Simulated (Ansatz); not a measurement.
Basis sets compared for Ti(NH2)F3 (TiNF₃H₂). The state is a singlet with charge 0. Geometry PBE0-D4/def2-SVP. Ansatz on 4 threads of Arm Neoverse V1 on a shared host; times are rough, and most runs start from earlier orbitals.

```xyz
7

Ti   -0.322    0.154   -0.621
N     0.477   -0.279    0.978
H     0.063   -0.128    1.895
H     1.415   -0.666    1.064
F    -2.037    0.201   -0.355
F     0.184   -1.009   -1.810
F     0.220    1.728   -1.150
```

The 6-31G sets use Cartesian d functions.

Binding counts from free atoms (Ti triplet, N quartet, H doublet, F doublet) in the same basis, without a counterpoise term.

```csv
level,functions,energy (Eh),HOMO (eV),LUMO (eV),binding per atom (eV),wall time
HF/STO-3G,40,-1189.1962,-8.75,8.89,3.97,0.15 s
HF/6-31G,69,-1202.4245,-12.31,1.55,2.46,0.4 s
HF/def2-TZVP,181,-1202.7334,-12.15,1.75,2.73,1.2 s
PBE-D4/def2-SVP,97,-1204.2761,-6.69,-3.05,4.67,0.85 s
PBE-D4/def2-TZVP,181,-1204.8295,-7.05,-3.34,–,1.5 s
r2SCAN-D4/def2-TZVP,181,-1205.2093,-7.39,-3.28,–,2.9 s
PBE0-D4/def2-SVP,97,-1204.2699,-8.36,-2.26,4.32,1.2 s
PBE0-D4/def2-TZVP,181,-1204.8223,-8.57,-2.34,4.29,2 s
```

Estimate the rows for PBE-D4/def2-TZVPD, r2SCAN-D4/def2-TZVPD, PBE0-D4/def2-TZVPD.


```json
{"level": "PBE-D4/def2-TZVPD", "functions": "223", "energy (Eh)": "-1204.8336", "HOMO (eV)": "-7.10", "LUMO (eV)": "-3.38", "binding per atom (eV)": "–", "wall time": "2.1 s"}
{"level": "r2SCAN-D4/def2-TZVPD", "functions": "223", "energy (Eh)": "-1205.2130", "HOMO (eV)": "-7.40", "LUMO (eV)": "-3.28", "binding per atom (eV)": "–", "wall time": "4.1 s"}
{"level": "PBE0-D4/def2-TZVPD", "functions": "223", "energy (Eh)": "-1204.8263", "HOMO (eV)": "-8.58", "LUMO (eV)": "-2.35", "binding per atom (eV)": "4.30", "wall time": "3.2 s"}
```
